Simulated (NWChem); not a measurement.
# CaCl2; SMILES [Ca]([Cl])[Cl]

```xyz
3

Ca     0.0000     0.0000     0.2334
Cl     2.4166     0.0000    -0.1373
Cl    -2.4166     0.0000    -0.1373
```
Atoms are numbered in this order, from 1.

Geometry: optimised at PBE0/def2-SVP.

Symmetry labels are those of C2v in the frame above (b1 and b2, or b-type labels, depend on it).

Q: List the 6 lowest vertical singlet excitations from BHandHLYP/6-31+G* (spherical d), full TDDFT (NWChem).

A: 
| state | energy (eV) | oscillator strength | symmetry | leading excitation (squared amplitude) |
|---|---|---|---|---|
| S1 | 5.45 | 0.087 | b2 | HOMO → LUMO (0.98) |
| S2 | 5.45 | 0.083 | a1 | HOMO−1 → LUMO (0.97) |
| S3 | 5.46 | 0.000 | b1 | HOMO−2 → LUMO (0.95) |
| S4 | 5.47 | 0.000 | a2 | HOMO−3 → LUMO (0.97) |
| S5 | 5.75 | 0.105 | b1 | HOMO−4 → LUMO (0.95) |
| S6 | 6.44 | 0.014 | a1 | HOMO−5 → LUMO (0.95) |
